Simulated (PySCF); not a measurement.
B(H)(Cl)(vinyl) (C2H4BCl), SMILES C=CBCl.

The structure is a stationary point at B3LYP-D3(BJ)/def2-SVP. The values are those of a single conformer.

Method: PySCF with TDA-CAM-B3LYP/def2-SVPD.

Vertical excitations. Gas-phase values at a fixed geometry. State labels are in the subgroup Cs.

Question: Give excitation energies, oscillator strengths and character. (The exact figures need the calculation; the answer reports its results.)

Answer: 
| state | symmetry | energy (eV) | λ (nm) | f | main pairs |
|---|---|---|---|---|---|
| S1 | A" | 5.05 | 246 | 0.001 | HOMO−1→LUMO 95 % |
| S2 | A' | 6.30 | 197 | 0.591 | HOMO→LUMO 91 % |
| S3 | A" | 6.59 | 188 | 0.000 | HOMO−3→LUMO 94 % |
| S4 | A" | 7.08 | 175 | 0.001 | HOMO−4→LUMO 96 % |
| S5 | A' | 7.50 | 165 | 0.015 | HOMO−2→LUMO 92 % |
| S6 | A" | 8.14 | 152 | 0.048 | HOMO→LUMO+1 64 %, HOMO→LUMO+2 25 % |
| S7 | A" | 8.22 | 151 | 0.003 | HOMO−5→LUMO 80 % |
| S8 | A' | 8.25 | 150 | 0.035 | HOMO−1→LUMO+1 75 %, HOMO−1→LUMO+2 19 % |
| S9 | A" | 8.28 | 150 | 0.002 | HOMO−1→LUMO+3 72 % |
| S10 | A" | 8.64 | 143 | 0.006 | HOMO→LUMO+2 36 %, HOMO→LUMO+1 28 %, HOMO→LUMO+4 23 % |
| T1 | A' | 3.64 | 341 | 0 | HOMO→LUMO 88 % |
| T2 | A" | 4.69 | 264 | 0 | HOMO−1→LUMO 90 % |
| T3 | A" | 6.10 | 203 | 0 | HOMO−3→LUMO 78 % |
| T4 | A' | 6.13 | 202 | 0 | HOMO−2→LUMO 84 % |
Triplets are in the Tamm–Dancoff approximation.
